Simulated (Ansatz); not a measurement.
Stepwise reaction of `N[Si](N)(O)F` with hydrogen chloride, as a gas-phase model of exchange steps in deposition or etching. ΔE in kJ/mol; ΔG adds harmonic PBE0-D4 terms to CCSD(T)/CBS, at 1 bar.

Program: Ansatz. Geometries: PBE0-D4/def2-TZVP. ΔE: electronic, gas phase. CCSD(T)/CBS is the MP2 limit (def2-TZVPP, def2-QZVPP) plus CCSD(T) − MP2 in def2-TZVPP, frozen cores. This one scheme is used for every species. Functionals use def2-TZVPP. B3LYP here is the variant with VWN-RPA as its local correlation; programs differ in this. One conformer a species, not always the lowest.

```json
{"step": "1", "reaction": "`N[Si](N)(O)F` + HCl → `N[Si](O)(F)Cl` + NH₃", "PBE-D4": "-35.3", "B3LYP-D4": "-29.9", "ωB97M-V": "-31.2", "CCSD(T)/CBS": "-30.5", "ΔG(500 K)": "-24.5"}
```

Task: Give the row of step 2, `N[Si](O)(F)Cl` + HCl → `O[Si](F)(Cl)Cl` + NH₃. (An estimate is asked.)

Result: The calculation gave: 
```json
{"step": "2", "reaction": "`N[Si](O)(F)Cl` + HCl → `O[Si](F)(Cl)Cl` + NH₃", "PBE-D4": "-27.6", "B3LYP-D4": "-22.1", "ωB97M-V": "-23.1", "CCSD(T)/CBS": "-22.4", "ΔG(500 K)": "-18.5"}
```

Task: By hand: ΔE of the 2 steps together at CCSD(T)/CBS.

Result: (-30.5) + (-22.4) = -52.9 kJ/mol, or -26.4 kJ/mol a step.

In ΔE each step is higher than the one before. All are downhill at CCSD(T)/CBS. ΔG lies between -24.5 and -18.5 kJ/mol a step. PBE-D4 differs from CCSD(T)/CBS by -5.2 to -4.8 kJ/mol a step. Isolated molecules leave out the surface, adducts and barriers. Largest T1 diagnostic: 0.010.
